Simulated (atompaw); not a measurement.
# Building the PAW (atompaw) potential for krypton (Kr) (PBEsol, scalar-relativistic).

* Element: krypton
* Generator: atompaw 4.2.0.5
* Type: PAW
* Functional: PBEsol
* Relativity: scalar-relativistic
* Frozen core: [Ar]
* Valence charge: 18
* Reference configuration: 3d10 4s2 4p4 (charge +2)
* Partial waves: 4s (bound): rc 1.55 bohr; 4s channel at 1.95 Ry: rc 1.55 bohr; 4p (bound): rc 1.55 bohr; 4p channel at 2.5 Ry: rc 1.15 bohr; 3d (bound): rc 1.20 bohr; 3d channel at -7.1 Ry: rc 1.20 bohr
* Local potential: vpsmatchnc scheme with l = 3 at 0.5 Ry, radius 1.15 bohr
* Core correction: smooth core density matched at 1.40 bohr
* Augmentation charge: besselshape compensation charge, radius 1.35 bohr; PAW radius 1.55 bohr; waves and projectors: custom rrkj vanderbiltortho

All-electron outer shells of the reference configuration (PBEsol, scalar-relativistic, ld1.x):

```
shell  level (eV)  outermost node (bohr)  outermost maximum (bohr)
   3p     -220.41                   0.20                      0.46
   3d     -106.82                      –                      0.41
   4s      -46.09                   0.64                      1.32
   4p      -30.99                   0.67                      1.48
```

Does the generator finish with these settings?

Yes, a potential is produced.

Estimate the cutoffs (Ry, on a coarse ladder) from which the occupation-weighted sum of valence levels, in a spherical-Bessel basis at the reference potential, stays within 10 and 1 mRy of its value at 400 Ry.

100 Ry and 160 Ry.

What does a ghost test show?

Ghost state, extra bound levels that the all-electron valence spectrum of the same l lacks: s at -1069.2 eV. A true bound ghost makes a file unfit for plane-wave use.

Is the overlap operator S = 1 + Σ q|β⟩⟨β| positive definite (Bessel basis up to 400 Ry)?

Yes: its lowest eigenvalue is 0.11 (s channel).

Which valence shell sets the plane-wave cutoff?

3d: its level needs 100 Ry to come within 1 mRy, against 30 Ry for 4s.
